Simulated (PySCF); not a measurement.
# Dipole response of Cu⁻ (copper, charge -1)

[Ar] 3d10 4s2, closed-shell 1S. Computed with PySCF 2.14 in aug-cc-pwCVTZ-DK (10s9p7d4f3g, 127 functions), with the spin-free X2C one-electron Hamiltonian (Gaussian nucleus). Coupled (time-dependent) response in atomic units; α is the mean over directions.

| method | mean α (bohr³) | C₆ (like pair) | S(−4) |
| --- | --- | --- | --- |
| UHF | 387.6 | 7247 | 104000 |

S(−4) is the Cauchy moment in α(ω) = α(0) + S(−4) ω² + …

α(iu) at UHF:

```csv
u (hartree),α(iu) (bohr³)
0,387.6
0.0500,235.8
0.100,115.3
0.200,43.01
0.300,22.95
0.500,10.46
0.750,5.844
1.00,3.996
1.50,2.407
2.00,1.676
3.00,0.9766
5.00,0.4673
```

A single London oscillator, α(iu) = α/(1 + u²/ω²), gives C₆ = (3/4) ω α². Matching the computed C₆ needs ω = 4 × 7247 / (3 × 387.6²) = 0.0643 hartree.

For an ion, C₆ is the dispersion term alone; charge-induced terms of lower order in 1/R come first.
